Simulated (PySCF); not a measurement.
Be(Cl)(Me) (CH₃BeCl), SMILES [CH3][Be][Cl].

Coordinates come from a r2SCAN-D4/def2-TZVP optimisation.

All values below come from r2SCAN-D4/def2-TZVP (PySCF).

Frequencies are harmonic and unscaled.

Modes within 1.5 cm⁻¹ of each other (mostly degenerate sets) share a row, with their intensities summed.

| mode | ν (cm⁻¹) | IR (km/mol) | moving atoms (share of kinetic energy) |
|---|---|---|---|
| 1–2 | 216 | 31.8 | Be 66 %, H 27 % |
| 3 | 478 | 7.4 | C 48 %, Cl 36 %, H 14 % |
| 4–5 | 676 | 136.1 | H 65 %, C 19 %, Be 16 % |
| 6 | 1123 | 180.0 | Be 72 %, H 21 % |
| 7 | 1241 | 113.9 | H 63 %, C 27 %, Be 10 % |
| 8–9 | 1441 | 2.4 | H 96 % |
| 10 | 3021 | 1.0 | H 97 % |
| 11–12 | 3096 | 16.9 | H 91 %, C 9 % |
